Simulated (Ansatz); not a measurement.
Species: C$_{4}$H$_{7}$ClSi, SMILES `[SiH3]/C=C/C=C\Cl` (C–C–C–C torsion 180°) (charge 0, multiplicity 1).

Task: Give a relaxed geometry from CAM-B3LYP-D3(BJ)/def2-TZVP (Ansatz, a quantum-chemistry and plane-wave program).

Result: This is not unique; one that fits is the end point of this relaxation, one of several conformers (outside a Z-matrix the atoms follow the SMILES, hydrogens last).
Z-matrix (Å, degrees):
```
C
C 1 1.3342
H 1 1.0846 2 120.05
H 2 1.0881 1 117.46 3 179.98
C 1 1.4504 3 116.27 2 179.99
C 5 1.3260 1 126.62 3 0.01
H 6 1.0790 5 122.69 1 179.96
H 5 1.0846 6 116.34 7 -0.04
Cl 6 1.7261 7 112.89 5 179.93
Si 2 1.8544 4 118.79 1 179.99
H 10 1.4787 2 109.06 4 -179.99
H 10 1.4806 11 109.43 3 121.18
H 10 1.4806 11 109.43 12 117.64
```
